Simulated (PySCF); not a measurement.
PySCF 2.14 output of an unrestricted PBE0 calculation on a single atom or ion in Sapporo-DKH3-DZP-2012 (6s5p3d1f, 43 functions), with scalar relativity by spin-free X2C-1e:

```
SCF conv_tol = 1e-09
number electrons alpha = 13  beta = 9
    C. Adamo and V. Barone.,  J. Chem. Phys. 110, 6158 (1999)
    M. Ernzerhof and G. E. Scuseria.,  J. Chem. Phys. 110, 5029 (1999)
cycle= 1 E= -948.720896031699  delta_E= -0.00582  |g|= 0.023  |ddm|= 0.137
cycle= 2 E= -948.72084297405  delta_E= 5.31e-05  |g|= 0.0286  |ddm|= 0.0347
cycle= 3 E= -948.72104856113  delta_E= -0.000206  |g|= 0.00067  |ddm|= 0.0189
cycle= 4 E= -948.721053554692  delta_E= -4.99e-06  |g|= 0.000551  |ddm|= 0.00771
cycle= 5 E= -948.721058321233  delta_E= -4.77e-06  |g|= 0.00057  |ddm|= 0.00711
cycle= 6 E= -948.721034895505  delta_E= 2.34e-05  |g|= 0.00043  |ddm|= 0.0402
cycle= 7 E= -948.721013069051  delta_E= 2.18e-05  |g|= 0.0017  |ddm|= 0.0816
cycle= 8 E= -948.721012294737  delta_E= 7.74e-07  |g|= 0.0023  |ddm|= 0.000647
cycle= 9 E= -948.721013881873  delta_E= -1.59e-06  |g|= 0.000288  |ddm|= 0.00623
cycle= 10 E= -948.721013897268  delta_E= -1.54e-08  |g|= 4.78e-05  |ddm|= 0.00227
cycle= 11 E= -948.721013898025  delta_E= -7.57e-10  |g|= 3.67e-06  |ddm|= 6.15e-05
converged SCF energy = -948.721013898025  <S^2> = 6.0003347  2S+1 = 5.0001339
```

The run itself started from symmetry-adapted Hartree-Fock orbitals and held the occupation by maximum overlap, on a logarithmic radial grid, so the iterations belong to that start.

Problem. Which element, charge and spin multiplicity is this?

Solution. V⁺ (vanadium, charge +1), multiplicity 5; the state was [Ar] 3d4, high-spin 5D determinant.
